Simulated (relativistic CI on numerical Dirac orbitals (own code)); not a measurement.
# Ti4+ in a cubic cluster: 2p photoemission with charge transfer

Computed with a charge-transfer multiplet model of a cubic metal-ligand cluster with up to 2 ligand holes, Slater and spin-orbit integrals from Dirac-Coulomb-Breit ions, Slater integrals scaled by 0.8. The ground state mixes d0 with configurations of k ligand holes L, whose averages lie at kΔ + k(k − 1)U_dd/2; a core hole lowers each added d electron by U_cd. 300 K, Lorentzian 0.6 eV and Gaussian 0.8 eV FWHM.

Atomic integrals in eV (Slater integrals scaled, ζ unscaled), ground: F2dd 6.578, F4dd 4.090, zeta_d 0.013; with the core hole: F2dd 6.578, F4dd 4.090, zeta_d 0.032, zeta_core 3.740, F2cd 5.066, G1cd 3.785, G3cd 2.149. Where a configuration has fewer than two d electrons, the dd integrals are those of d2.

Cluster parameters (eV): Δ = 4.1, U_dd = 5.8, U_cd = 7.4, 10Dq = 0.95, 10Dq(ligand) = 0.9, final-state hopping factor = 1.

```tsv
Case	n_d	d0	d1L	d2L2	S
V(eg) = 3 eV, V(t2g) = -1.62 eV	0.64	0.45	0.46	0.09	0.00
V(eg) = 3.3 eV, V(t2g) = -1.78 eV	0.68	0.43	0.47	0.10	0.00
V(eg) = 3.6 eV, V(t2g) = -1.94 eV	0.71	0.41	0.48	0.11	0.00
```

Weights, n_d and S are thermal averages at 300 K. Binding energies count from the first peak over 30 % of the highest in each spectrum, which can be another peak from case to case. The parameters are a model scan and need not match a compound or its usual spin state. Peaks in eV (height, largest 100):
- V(eg) = 3 eV, V(t2g) = -1.62 eV: 0.0 (100), 5.5 (26), 6.1 (26), 13.8 (11), 19.6 (5)
- V(eg) = 3.3 eV, V(t2g) = -1.78 eV: 0.0 (100), 5.6 (29), 15.0 (10)
- V(eg) = 3.6 eV, V(t2g) = -1.94 eV: 0.0 (100), 5.3 (30), 16.2 (9)

A d0 ion has no d-d gap: its lowest excitations are ligand-to-metal charge transfer. With the core hole the average of the configuration with one ligand hole lies at Δ − U_cd = -3.3 eV before mixing: the effective hopping of about 7.5 eV (from the holes of the mixed ground state) is comparable with this gap or larger, so the configurations mix strongly.

With at most 2 ligand holes the space is cut while the next configuration still counts, so covalency is underestimated, and a final configuration with one more ligand hole, which can lie low, is missing from the spectra.
